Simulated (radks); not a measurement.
Species: the praseodymium ion Pr4+. Configuration: [Xe] 5d1 (not the ground configuration).

All-electron calculation, scalar-relativistic Kohn-Sham, LDA (Slater exchange, Perdew-Zunger correlation), spin-unpolarised, spherical densities, point nucleus. Program: a radial shooting solver on a logarithmic mesh with Libxc functionals.

Energy parts (Ry):
| part | energy |
|---|---|
| total | -18454.3233 |
| kinetic | 19597.5796 |
| electron-nucleus | -44548.8169 |
| Hartree | 6910.3350 |
| exchange-correlation | -413.4211 |

Orbitals (lengths in bohr, moments of r in powers of bohr; <r^-3> diverges for s and p1/2; r(max) is where P^2 peaks):
orbital  occ.  eigenvalue (Ry)      <r^4>   r(max)  <r^-3>      <r>
1s          2        -3074.767  1.649e-06  0.01543       -  0.02411
2s          2        -498.5439  0.0002706  0.08733       -   0.1031
2p          6        -446.7418  0.0001985  0.07030    8472  0.09060
3s          2        -111.3144    0.01092   0.2494       -   0.2728
3p          6        -94.90864    0.01139   0.2442    1709   0.2708
3d         10        -71.80468   0.009380   0.2006   233.7   0.2478
4s          2        -25.68704     0.2687   0.5771       -   0.6180
4p          6        -20.27000     0.3472   0.6015   381.4   0.6523
4d         10        -12.50324     0.5439   0.6292   43.79   0.7101
5s          2         -6.26120      6.850    1.291       -    1.399
5p          6         -4.76089      11.17    1.429   68.48    1.571
4f          0         -4.16376      1.920   0.6444   6.041   0.8806
5d          1         -2.79851      31.75    1.776   5.692    2.011
6s          0         -2.28380      129.6    2.814       -    2.957

The highest occupied level is 5d at -38.076 eV. The configuration is held as typed, so some empty levels lie below it. The density falls to 0.001 e/bohr^3 at r = 3.41 bohr. Summed over all electrons, <r^2> = 36.66 bohr^2, which gives a Langevin (diamagnetic) susceptibility term of -29 x 10^-6 cm^3/mol.
